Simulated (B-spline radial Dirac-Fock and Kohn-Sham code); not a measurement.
## Dipole and non-dipole photoemission parameters of Tc⁵⁺ 3p3/2

System: Tc⁵⁺, [Kr] 4d2; threshold 498.3 eV (orbital energy of the model). Calculated with a B-spline atomic structure program, using Dirac-Hartree-Slater photoionisation with a Latter tail; cross sections with all multipoles, angular parameters from the dipole term and its interference with E2.

Input of the calculation (task.json; shells as n, l, electrons):

```json
{"items": [{
  "Z": 43,
  "q": 5,
  "cfg": [[1, 0, 2], [2, 0, 2], [2, 1, 6], [3, 0, 2], [3, 1, 6], [3, 2, 10], [4, 0, 2], [4, 1, 6], [4, 2, 2]],
  "A": 97,
  "rrms": 4.4112,
  "do": "xps",
  "hv": [60, 71.1, 92.7, 127.0, 136.0, 192.0, 204.0, 219.0, 248.0, 318.0, 355.0, 730.0, 800, 819.0, 872.0, 1000, 1130.0, 1253.6, 1370.0, 1590.0, 1830.0, 2090.0, 4000, 5414.7, 9251.7, 11000.0, 11900.0, 12000, 12100.0]
}]}
```

Run with: `python xray2_run.py task.json out`

| hν (eV) | σ (kb) | β | γ | δ |
| --- | --- | --- | --- | --- |
| 730 | 275 | 1.344 | 0.178 | 0.019 |
| 800 | 245 | 1.425 | 0.121 | 0.011 |
| 819 | 237 | 1.443 | 0.106 | 0.010 |
| 872 | 217 | 1.484 | 0.071 | 0.007 |
| 1000 | 175 | 1.550 | 0.011 | 0.004 |
| 1130 | 143 | 1.589 | -0.020 | 0.003 |
| 1253.6 | 119 | 1.612 | -0.028 | 0.003 |
| 1370 | 101 | 1.625 | -0.023 | 0.003 |
| 1590 | 76.3 | 1.636 | 0.007 | 0.004 |
| 1830 | 57.4 | 1.637 | 0.059 | 0.006 |
| 2090 | 43.3 | 1.630 | 0.126 | 0.008 |
| 4000 | ? | ? | ? | ? |
| 5414.7 | 4.26 | 1.432 | 0.912 | 0.041 |
| 9251.7 | 0.938 | 1.233 | 1.441 | 0.092 |
| 11000 | 0.560 | 1.158 | 1.604 | 0.116 |
| 11900 | 0.441 | 1.123 | 1.675 | 0.129 |
| 12000 | 0.430 | 1.119 | 1.683 | 0.130 |
| 12100 | 0.419 | 1.115 | 1.690 | 0.132 |

Q: Give the values at 4000 eV.

A: σ = 9.41 kb, β = 1.519, γ = 0.623, δ = 0.025.
